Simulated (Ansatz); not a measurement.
```yaml
crystal:
  periodic: [false, false, false]
  atoms:
    - {symbol: S, position_ang: [-6.189922, 1.207982, 3.364091]}
    - {symbol: C, position_ang: [-4.830046, 0.902865, 1.946647]}
    - {symbol: S, position_ang: [-3.296975, 1.383626, 2.220245]}
    - {symbol: C, position_ang: [-2.676556, 0.423965, 0.930196]}
    - {symbol: C, position_ang: [-1.431278, 0.552052, 0.620003]}
    - {symbol: S, position_ang: [-0.110037, 0.605954, 1.802815]}
    - {symbol: C, position_ang: [1.254891, 0.539216, 0.613279]}
    - {symbol: C, position_ang: [2.632533, 0.643648, 0.870621]}
    - {symbol: S, position_ang: [3.041192, 1.695079, 2.302508]}
    - {symbol: C, position_ang: [4.771864, 1.219772, 2.203804]}
    - {symbol: S, position_ang: [5.910107, 1.925141, 3.434639]}
    - {symbol: C, position_ang: [5.053818, 0.348758, 1.127861]}
    - {symbol: C, position_ang: [6.290689, -0.306990, 0.961399]}
    - {symbol: C, position_ang: [6.237347, -1.138342, -0.076616]}
    - {symbol: C, position_ang: [5.040131, -1.501182, -0.865676]}
    - {symbol: C, position_ang: [3.843756, -1.054125, -0.455216]}
    - {symbol: C, position_ang: [3.578316, 0.053316, 0.503651]}
    - {symbol: C, position_ang: [0.710495, 0.688860, -0.899952]}
    - {symbol: C, position_ang: [1.460561, 0.912220, -1.938074]}
    - {symbol: C, position_ang: [0.623281, 1.096436, -3.298612]}
    - {symbol: C, position_ang: [-0.720390, 0.979119, -3.168946]}
    - {symbol: C, position_ang: [-1.449885, 0.616783, -2.036758]}
    - {symbol: C, position_ang: [-0.698942, 0.662720, -0.761168]}
    - {symbol: C, position_ang: [-3.812247, -0.383039, 0.149046]}
    - {symbol: C, position_ang: [-3.501907, -1.280853, -0.792666]}
    - {symbol: C, position_ang: [-4.769391, -1.894264, -1.133552]}
    - {symbol: C, position_ang: [-6.096597, -1.716158, -0.370261]}
    - {symbol: C, position_ang: [-6.174435, -0.805102, 0.484477]}
    - {symbol: C, position_ang: [-4.926998, -0.181092, 1.026235]}
    - {symbol: H, position_ang: [-6.489487, 2.443779, 2.624574]}
    - {symbol: H, position_ang: [5.859708, 0.991884, 4.557222]}
    - {symbol: H, position_ang: [7.016806, 0.053872, 1.463588]}
    - {symbol: H, position_ang: [7.142379, -1.581542, -0.285860]}
    - {symbol: H, position_ang: [5.093675, -2.281658, -1.723290]}
    - {symbol: H, position_ang: [2.811958, -1.323798, -1.007953]}
    - {symbol: H, position_ang: [2.704581, 0.840084, -2.059367]}
    - {symbol: H, position_ang: [1.320500, 1.267416, -3.970021]}
    - {symbol: H, position_ang: [-1.164800, 1.034102, -4.198594]}
    - {symbol: H, position_ang: [-2.432522, 0.654303, -1.913761]}
    - {symbol: H, position_ang: [-2.699105, -1.584179, -1.351587]}
    - {symbol: H, position_ang: [-4.708721, -2.756260, -1.691437]}
    - {symbol: H, position_ang: [-6.926641, -2.423538, -0.743022]}
    - {symbol: H, position_ang: [-7.168982, -0.659221, 1.046769]}
basis:
  gaussian: {orbitals: "6-31++G**", fitting: {mean_field: def2-universal-jkfit}}
hamiltonian: {xc: {name: r2SCAN50}, dispersion: d4}
accuracy: high
```

```sh
$ ansatz run in.yaml --threads 2 --pin off --events-out ev --progress --plain --max-ram 22528MiB --backend cuda --devices 0, --max-vram 18GiB
```

Output, abridged:

```
Functional definition: r2SCAN50
2692 factors; integrals over basis functions are off by at most 3.6e-1 eV
mean field evaluation 1: about -79215.0571 eV, gradient 1.2e2 eV
mean field evaluation 2: about -79158.8307 eV, gradient 1.8e2 eV
mean field evaluation 4: about -79252.3842 eV, gradient 1.9e1 eV
mean field evaluation 8: about -79253.3522 eV, gradient 4.8e-1 eV
mean field evaluation 16: about -79253.3562 eV, gradient 4.0e-3 eV
mean field evaluation 32: about -79253.3562 eV, gradient 1.2e-7 eV
mean field -79253.35617579 eV, -2912.5071196059 hartree, gradient 9.7e-8 eV, S^2 0.000000; 0 other end points of the search recorded, 2 dependent functions left out
reference -79253.35617849 eV, -2912.5071197054 hartree; 119, 119 occupied and 534, 534 virtual orbitals, 2692 factors
Total energy: -79254.22309431 eV, -2912.5389782739 hartree
```

Run time 27 s (2 threads of AMD EPYC 7R13 on a shared host and a share (18 GiB) of an NVIDIA H100 80GB HBM3), peak host memory 1.6 GiB.

The 6-31G sets use Cartesian d functions.
